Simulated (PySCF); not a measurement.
Run record: geometry optimisation, `[NH3]->[Ag][Cl]` (Ag(NH3)Cl).

Computed with PBE0-D3(BJ)/def2-SVP geometry optimisation, gas phase, def2 core potentials past Kr (PySCF 2.14.0). Start geometry: GFN2-xTB. The input is one job of a driver script: a line of settings, then coordinates in Å.

Input:
```
{"job": {"xc": "PBE0", "basis": "def2-SVP", "d3": "d3bj", "grid": 1, "maxiter": 40, "kind": "geom"}, "charge": 0, "multiplicity": 1}
Ag    -0.003710     0.013000    -1.343610
N      0.001470     0.000970     0.947880
H     -0.412530     0.842450     1.333450
H      0.944470    -0.066210     1.315530
H     -0.521800    -0.786820     1.314530
Cl    -0.007900    -0.003390    -3.567790
```

Output:
```
step   0  E = -663.38087278  max force = 0.029272
step   1  E = -663.38327398  max force = 0.006713
step   2  E = -663.38344497  max force = 0.001648
step   3  E = -663.38345574  max force = 0.000709
step   4  E = -663.38345711  max force = 0.000320
optimisation converged
```

Energies in Eh; «max force» is the largest Cartesian gradient component in Eh/bohr.

Q: How much energy does the optimisation release, in eV?

A: E(step 0) − E(last step) = 0.002584 Eh, which is 0.070 eV.

Q: Give the first gradient maximum in eV/Å.

A: With 1 Eh/bohr = 51.422 eV/Å, 1.505 eV/Å.

Summary of the converged run: final energy -663.38346 Eh after 4 steps; dipole 9.40 D.

Q: Where do the atoms end?

A: 0.045 Å rms from the input after alignment:
```
atom  x, y, z in Å
Ag1   -0.0028    0.0053   -1.2565
N2     0.0014    0.0006    0.9137
H3    -0.4148    0.8481    1.2992
H4     0.9468   -0.0647    1.2904
H5    -0.5244   -0.7876    1.2909
Cl6   -0.0062   -0.0017   -3.5378
```

On Arm Neoverse V2, one thread (shared host), this took 11 s wall.
Labels such as C1 count atoms from 1, the log's own numbers from 0.
